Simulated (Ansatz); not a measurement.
Stepwise reaction of `[NH2][Mo]([NH2])(=[O])=[O]` with hydrogen chloride, as a gas-phase model of exchange steps in deposition or etching. ΔE in kJ/mol; ΔG adds harmonic PBE0-D4 terms to CCSD(T)/CBS, at 1 bar.

Isolated molecules relaxed with PBE0-D4/def2-TZVP in Ansatz; ΔE leaves out vibrations. CCSD(T)/CBS adds triple-zeta CCSD(T) − MP2 to the extrapolated MP2 energy (def2 sets, frozen cores). This one scheme is used for every species. Functionals use def2-TZVPP. B3LYP here is the variant with VWN-RPA as its local correlation; programs differ in this. Elements past krypton have def2 core potentials. For Mo outer-core shells are correlated without core-valence functions, which leaves a few kJ/mol of doubt a bond. One conformer a species, not always the lowest.

| step | reaction | PBE-D4 | B3LYP-D4 | ωB97M-V | CCSD(T)/CBS | ΔG(600 K) |
| --- | --- | --- | --- | --- | --- | --- |
| 2 | `[NH2][Mo](=[O])(=[O])[Cl]` + HCl → `[O]=[Mo](=[O])([Cl])[Cl]` + NH₃ | -48.5 | -46.2 | -44.7 | -49.4 | -39.9 |

Problem. Give the row of step 1, `[NH2][Mo]([NH2])(=[O])=[O]` + HCl → `[NH2][Mo](=[O])(=[O])[Cl]` + NH₃. (Best estimate.)

Solution. Ansatz gave: 
```
step                                                                reaction  PBE-D4  B3LYP-D4  ωB97M-V  CCSD(T)/CBS  ΔG(600 K)
   1  `[NH2][Mo]([NH2])(=[O])=[O]` + HCl → `[NH2][Mo](=[O])(=[O])[Cl]` + NH₃   -71.9     -70.1    -68.9        -74.0      -66.0
```

Problem. By hand: ΔE of the 2 steps together at CCSD(T)/CBS.

Solution. (-74.0) + (-49.4) = -123.4 kJ/mol, or -61.7 kJ/mol a step.

In ΔE each step is higher than the one before. All are downhill at CCSD(T)/CBS. ΔG lies between -66.0 and -39.9 kJ/mol a step. PBE-D4 differs from CCSD(T)/CBS by 0.9 to 2.1 kJ/mol a step. Isolated molecules leave out the surface, adducts and barriers. Largest T1 diagnostic: 0.024.
